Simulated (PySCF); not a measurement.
## Ir⁶³⁺: ionisation energy

Ir⁶³⁺ [Ne] 3s2 3p2 (3P) → Ir⁶⁴⁺ [Ne] 3s2 3p1 (2P), as a difference of total energies. Calculation: PySCF 2.14, in an uncontracted even-tempered set (17 s from 18 bohr⁻², ratio 2.5; 12 p from 23 bohr⁻², ratio 2.5; 4 d from 89 bohr⁻², ratio 2.7; 4 f from 130 bohr⁻², ratio 2.7); the spin-free X2C one-electron Hamiltonian (Gaussian nucleus). Correlated levels: outer shells: 1s2 frozen; virtual orbitals above 40 to 60 times the deepest correlated orbital energy dropped. The calculations carry no spin-orbit coupling.

```json
{"method": "UHF", "ionisation energy (eV)": "6991.5"}
{"method": "MP2 (outer shells)", "ionisation energy (eV)": "6992.2"}
{"method": "SCS-MP2 (outer shells)", "ionisation energy (eV)": "6992.0"}
{"method": "CCSD (outer shells)", "ionisation energy (eV)": "6992.2"}
{"method": "CCSD(T) (outer shells)", "ionisation energy (eV)": "6992.2"}
```

Spin-orbit coupling is strong in these open shells (close to jj coupling). The scalar numbers leave it out and a first-order estimate fails, so it can dominate the gap to the real levels.

Breit and QED terms and the two-electron picture change are absent.

For comparison: 7274 ± 19 eV (theoretical estimate listed by NIST; NIST Atomic Spectra Database, ionization energies).
